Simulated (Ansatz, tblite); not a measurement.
Forces on B6H2 at its PBE0-D4/def2-SVP geometry. Charge 0, multiplicity 1.

The xTB rows come from tblite. Another isomer (singlet) lies 0.16 eV lower at PBE0-D4/def2-TZVP; other spin states weren't run for this one.

GFN1-xTB (tblite), largest force 3.61 eV/Å:

```xyz
8
positions Å, forces eV/Å
B     0.986    1.380   -0.059   -0.757   -0.452   -0.019
B    -1.680    0.557   -0.202   -0.650    0.214   -0.078
B    -0.048    0.016   -0.008    3.409   -1.128    0.405
B    -0.058   -1.688    0.170   -0.328    0.811   -0.114
B    -0.582    1.666   -0.222    0.114    1.100   -0.101
B    -1.483   -0.981   -0.025   -0.584   -0.944    0.052
H     0.713   -2.585    0.331   -0.585    0.249   -0.076
H     2.151    1.636    0.014   -0.619    0.150   -0.068
```

GFN2-xTB (tblite), largest force 1.65 eV/Å:

```
B -1.199 -0.190 -0.083
B 0.357 -0.120 0.044
B 1.556 -0.514 0.187
B -0.841 0.866 -0.162
B 0.431 -0.672 0.106
B 0.755 0.279 0.036
H -0.448 0.416 -0.083
H -0.612 -0.065 -0.046
```

PBE-D4/def2-TZVP (Ansatz), largest force 0.20 eV/Å:

```
B -0.042 -0.012 -0.002
B 0.107 -0.037 0.011
B 0.130 -0.041 0.017
B -0.029 0.035 -0.005
B 0.074 -0.027 0.010
B 0.075 -0.022 0.009
H -0.125 0.147 -0.027
H -0.190 -0.043 -0.013
```
